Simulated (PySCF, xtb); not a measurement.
H6NSi2, SMILES [SiH3][N][SiH3], multiplicity 2. Atoms are numbered in the order given.

```xyz
9

Si     0.0028    -0.0811     1.6262
N      0.0226     0.5191     0.0000
Si     0.0028    -0.0811    -1.6262
H      0.4540    -1.5010     1.7910
H     -1.4241     0.0241     2.0706
H      0.8516     0.7961     2.4860
H      0.8516     0.7961    -2.4860
H      0.4540    -1.5010    -1.7910
H     -1.4241     0.0241    -2.0706
```
Charge 0, spin multiplicity 2.

Geometry optimised at PBE0-D3(BJ)/def2-SVP. The isomer is the one that the SMILES or the coordinates give; other isomers of the formula were not compared.

Method: IEF-PCM-M06-2X/def2-SVP (PySCF).

The values are the electrostatic part of the solvation free energy, E(continuum) − E(gas) at the gas-phase geometry, in a cavity of scaled van der Waals radii (PySCF's table); cavitation and dispersion terms are not included. The dipole moment in vacuum is 0.68 D.

```
solvent         ε  ΔG(elec) (kcal/mol)  dipole (D)
----------  -----  -------------------  ----------
water       78.36                 -1.2        0.91
acetone     20.49                 -1.1        0.89
chloroform   4.71                 -0.8        0.82
```

For comparison, GFN2-xTB/ALPB(water) (xtb, at the GFN2-xTB geometry, all terms of that model) gives 2.2 kcal/mol.
